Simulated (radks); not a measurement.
Neutral indium inside a hard spherical wall (all orbitals vanish at R), configuration held at [Kr] 4d10 5s2 5p1 and not refilled when levels cross. Calculated with a radial shooting solver on a logarithmic mesh with Libxc functionals: scalar-relativistic Kohn-Sham, PBEsol, spin-polarised, spherical densities, finite nucleus; open shells are filled with parallel spins first (spin-orbit coupling, left out, can overturn this in heavy ions); Fermi nuclear charge, rms radius 4.6156 fm. Eigenvalues in eV for spin up, with the zero of energy where the potential of the charges vanishes at infinity; a dash marks a level that is unbound or too diffuse for the functional's potential to be trusted. A positive occupied level is held by the wall or, in an anion where self-interaction has pushed it up, behind a barrier. The pressure on the wall is -dE/dV.

R (bohr)	E (hartree)	kinetic (hartree)	e(4p)	e(4d)	e(5s)	e(5p)	e(6s, empty)	e(5d, empty)	pressure (GPa)
free	-5878.82398	6126.751	-77.970	-18.570	-8.491	-2.794	-	-	0
20	-5878.82398	6126.751	-77.970	-18.570	-8.491	-2.794	-0.386	0.555	< 0.0001
15	-5878.82396	6126.751	-77.967	-18.567	-8.489	-2.792	-0.250	0.866	0.000119
10	-5878.82291	6126.759	-77.874	-18.475	-8.418	-2.709	0.820	1.962	0.0219
6	-5878.77869	6126.989	-76.575	-17.212	-7.410	-1.145	9.015	6.918	3.10
3	-5876.82167	6134.664	-62.884	-4.153	12.325	25.480	94.743	50.606	854
1.5	-5828.83711	6292.846	39.569	110.66	286.51	325.42	744.24	380.79	149000
